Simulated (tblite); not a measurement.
Level: GFN2-xTB in tblite, geometry and Hessian alike; calculated harmonic values, unscaled, isolated species. Errors from tens to a few hundred cm⁻¹ against measured bands are possible. Modes of hydrogen on phosphorus and silicon can be 10 to 20 % off. One conformer each. Open shells enter through the occupations alone, without spin polarisation, and single modes of such species can be off by tens of per cent. Thermal functions are those of the rigid rotor and harmonic oscillator, without mixing of conformers.

Task: Order these by their ideal-gas entropy at 200 K and 1 bar, highest first (J/(mol K)).
A. `COC(=O)C1=C(C)P=C(C)S1`
B. `NC[C@]([SiH3])([SiH2]S[SiH3])C`
C. `O(C)C1C[P@H](CC=1C)=O`
D. `C=C/C=[C]\[S-]` [radical]
E. `C(/[P@@H](CC(C)=O)=O)=C/C`
F. `COC1=C[P@](C)(=O)CC1`

Result: B (419.1), A (414.5), E (386.1), C (364.3), F (355.0), D (292.2).

```tsv
SMILES	atoms	mass (u)	symmetry number	modes under 300 cm⁻¹	ZPE (kJ/mol)	S translation (J/(mol K))	S rotation	S vibration	S spin	S	Cp
C[C@]([SiH3])(CN)[SiH2]S[SiH3]	23	181.02	1	12	439.0	165.4	124.0	129.7	0.0	419.1	170.5
COC(=O)c1sc(C)pc1C	20	188.01	1	11	380.4	165.9	125.0	123.6	0.0	414.5	153.4
C/C=C\[P@H](=O)CC(C)=O	20	146.05	1	9	410.2	162.7	119.3	104.1	0.0	386.1	133.5
COC1=C(C)C[P@H](=O)C1	20	146.05	1	8	415.4	162.7	119.2	82.4	0.0	364.3	124.9
COC1=C[P@](C)(=O)CC1	20	146.05	1	8	419.4	162.7	118.5	73.7	0.0	355.0	125.0
C=C/C=[C]\[S-]	9	84.00	1	3	160.0	155.8	104.5	26.1	5.8	292.2	68.0
```

Entropies and Cp are for 200 K and 1 bar.
